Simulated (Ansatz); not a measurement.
CH6AlFSi2, SMILES `FC[SiH]1[AlH][SiH2]1`. Charge 0, multiplicity 1.

Cartesian coordinates in Å:
```
F -1.032 -0.279 2.681
C -1.490 -0.173 1.375
Si -0.109 -0.555 0.121
Al 0.408 -0.266 -2.219
Si 1.704 0.775 -0.481
H -2.322 -0.874 1.246
H -1.871 0.842 1.225
H 0.412 -1.944 0.326
H 0.107 -0.532 -3.753
H 3.068 0.854 0.110
H 1.125 2.152 -0.632
```

Problem. List the harmonic frequencies (cm⁻¹, unscaled) at PBE0-D4/def2-TZVP in Ansatz. (Best estimate.)

Solution. Computed: 55, 77, 99, 216, 241, 292, 345, 385, 434, 444, 519, 583, 588, 671, 710, 839, 892, 1052, 1245, 1303, 1457, 1917, 2144, 2159, 2201, 3044, 3102.

Problem. Is this a minimum?

Solution. Yes, all 27 modes are real.

Problem. Give the ideal-gas thermochemistry at 298.15 K and 1 bar (rigid rotor, harmonic oscillator; point group C1, symmetry number 1).

Solution. Zero-point energy 161.6 kJ/mol; H(298) − E = 187.3 kJ/mol; entropy 387.4 J/(mol·K), of which translation 168.6, rotation 119.0, vibration 99.9; G(298) − E = 71.8 kJ/mol. Modes under 100 cm⁻¹ are hindered rotations or soft bends, so the harmonic entropy is rough.

Problem. And at 400, 500, 600, 800 and 1000 K?

Solution. 
```csv
T (K),H − E (kJ/mol),S (J/mol/K),G − E (kJ/mol)
400,202.0,429.7,30.1
500,218.2,465.8,-14.7
600,235.8,497.8,-62.9
800,274.2,553.0,-168.2
1000,315.8,599.4,-283.5
```
